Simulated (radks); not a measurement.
The platinum ion Pt2+, configuration [Xe] 4f14 5d8. All-electron calculation, scalar-relativistic Kohn-Sham, r2SCAN, spin-unpolarised, spherical densities, finite nucleus; meta-GGA in the generalised Kohn-Sham scheme; Fermi nuclear charge, rms radius 5.427 fm. Program: a radial shooting solver on a logarithmic mesh with Libxc functionals.

Local quantities along the radius. ELF = 1/(1 + alpha^2) is the electron localisation function; alpha = (tau - tau_W)/tau_unif compares the Pauli kinetic energy density with that of the uniform gas; r v_xc is r times the local exchange-correlation potential (hartree bohr, multiplicative part alone); -r V(r) is the screened charge that the Kohn-Sham potential presents (atomic units). tau is taken from the large components.

r (bohr),ELF,alpha,r v_xc,-r V(r)
0.0006421,1.000,0.02141,-0.1222,77.75
0.0008564,1.000,0.02225,-0.1381,77.64
0.001133,0.999,0.02364,-0.1595,77.50
0.001511,0.999,0.02593,-0.1882,77.31
0.002016,0.999,0.02953,-0.2248,77.06
0.002689,0.999,0.03529,-0.2699,76.72
0.003557,0.998,0.04445,-0.3223,76.30
0.004745,0.996,0.06074,-0.3847,75.72
0.006328,0.992,0.09124,-0.4547,74.97
0.00844,0.977,0.1538,-0.5315,74.01
0.01117,0.923,0.2884,-0.6114,72.83
0.0149,0.734,0.6025,-0.6418,71.25
0.01987,0.428,1.157,-0.5697,69.18
0.0265,0.339,1.396,-0.7013,66.83
0.03506,0.526,0.9498,-0.8488,64.02
0.04676,0.727,0.6132,-1.032,60.56
0.06237,0.680,0.6862,-1.094,56.40
0.08318,0.397,1.233,-1.025,51.52
0.1101,0.420,1.175,-1.159,46.36
0.1468,0.696,0.6614,-1.493,40.70
0.1958,0.599,0.8176,-1.410,34.48
0.2611,0.273,1.631,-1.091,27.95
0.3455,0.593,0.8284,-1.655,22.36
0.4608,0.703,0.6504,-1.748,16.74
0.6146,0.428,1.156,-1.404,12.03
0.8198,0.366,1.317,-1.359,8.649
1.085,0.632,0.7627,-1.406,6.205
1.447,0.578,0.8541,-1.289,4.447
1.93,0.322,1.450,-0.9498,3.311
2.574,0.109,2.854,-0.6151,2.692
3.405,0.019,7.225,-0.4062,2.416
4.542,0.001,31.20,-0.1935,2.194

On this mesh the ELF has minima near r = 0.026, 0.096, 0.26, 0.71 bohr, which separate the shells, and maxima near 0.054 (0.74), 0.17 (0.71), 0.40 (0.71), 1.3 (0.65).
